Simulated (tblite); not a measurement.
Parent: `[CH3:1]/[CH:2]=[C:3](/[CH3:4])[C:5](=[O:6])[F:7]` with C2–C3–C5–O6 -2°, C5H7FO.

Structures optimised with GFN2-xTB, isolated species. One conformer each, not checked by frequencies here.

```json
{"coordinate of the parent": "C1–C2", "value": "1.484 Å"}
{"coordinate of the parent": "C2=C3", "value": "1.343 Å"}
{"coordinate of the parent": "C3–C4", "value": "1.499 Å"}
{"coordinate of the parent": "C3–C5", "value": "1.458 Å"}
{"coordinate of the parent": "C5=O6", "value": "1.188 Å"}
{"coordinate of the parent": "C5–F7", "value": "1.373 Å"}
{"coordinate of the parent": "C1–C2–C3", "value": "126.1°"}
{"coordinate of the parent": "C2–C3–C4", "value": "122.8°"}
{"coordinate of the parent": "C2–C3–C5", "value": "120.0°"}
{"coordinate of the parent": "C4–C3–C5", "value": "117.2°"}
{"coordinate of the parent": "C3–C5–O6", "value": "130.4°"}
{"coordinate of the parent": "C3–C5–F7", "value": "111.7°"}
{"coordinate of the parent": "O6–C5–F7", "value": "117.9°"}
```

Task: How does the shared frame change in `[CH3:1]/[CH:2]=[C:3](\[F:4])[C:5](=[O:6])[F:7]` with C2–C3–C5–O6 180°, C4H4F2O? Atoms pair as C1 = C1, C2 = C2, C3 = C3, C5 = C5, O6 = O6, F7 = F7 (parent first).

Result: 
```
  parent  relative  value in the relative  change
   C1–C2     C1–C2                1.481 Å  -0.003
   C2=C3     C2=C3                1.337 Å  -0.006
   C3–C5     C3–C5                1.464 Å  +0.006
   C5=O6     C5=O6                1.180 Å  -0.008
   C5–F7     C5–F7                1.372 Å  -0.001
C1–C2–C3  C1–C2–C3                 124.6°    -1.5
C2–C3–C5  C2–C3–C5                 126.1°    +6.1
C3–C5–O6  C3–C5–O6                 130.0°    -0.4
C3–C5–F7  C3–C5–F7                 110.3°    -1.4
O6–C5–F7  O6–C5–F7                 119.7°    +1.8
```

Of the parent's bonds, C5–O6 changes most (-0.008 Å). Bonds of the relative outside the shared frame: C3–F4 1.349 Å.

All values are computed, not measured.
